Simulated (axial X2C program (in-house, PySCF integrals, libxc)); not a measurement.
# Testing model relations on CrBr

A bond curve at the PBE0 level, with spin–orbit coupling, was computed with an in-house relativistic program for diatomic molecules (basis Br dyall-cv3z [8s9p6d4f1g], Cr dyall-cv3z [9s10p6d3f2g] (cores contracted in-house)) for the state Ω = 5/2 (⟨Sz⟩ = 2.50, ⟨Lz⟩ = 0.00 at PBE0). Its fit gives Re = 2.3396 Å, ωe = 301.0 cm⁻¹, ωexe = 0.984 cm⁻¹ and αe = 4.460e-04 cm⁻¹; the masses are 78.9183 and 51.9405 u. Two-component means X2C with spin–orbit coupling and atomic mean-field Coulomb and Gaunt terms.

(1) Find the reduced mass, Be and the force constant.

(2) The dipole moment p changes by 4.68 D/Å at Re. What harmonic infrared intensity follows?

(3) Estimate the centrifugal constant by the Kratzer relation.

(4) Where do the fundamental and the first overtone lie?

(5) A Morse curve ties αe to the other constants (Pekeris). How well does that hold?

One determinant describes the state; a PBE0 search over occupations chose it and may have missed a lower one. Density functionals use the spin component along the axis (collinear). With several unpaired electrons one determinant need not be a pure state. This is the top spin component of a Σ state; components of lower Ω are not single determinants and can lie lower.

Answers

(1) From the PBE0 values: μ = 31.3243 u. Be = 16.8576/(μ Re²) = 0.09832 cm⁻¹. k = 5.8918×10⁻⁷ μ ωe² = 1.67 mdyn/Å.

(2) I = 42.256 × (dp/dR)²/μ = 30 km/mol.

(3) D = 4Be³/ωe² = 4.20e-08 cm⁻¹.

(4) ν(1←0) = ωe − 2ωexe = 299.0 cm⁻¹; ν(2←0) = 2ωe − 6ωexe = 596.1 cm⁻¹.

(5) αe(Morse) = 6Be²/ωe × (√(ωexe/Be) − 1) = 4.169e-04 cm⁻¹; the PBE0 curve gives 4.460e-04 cm⁻¹, a ratio of 0.93.
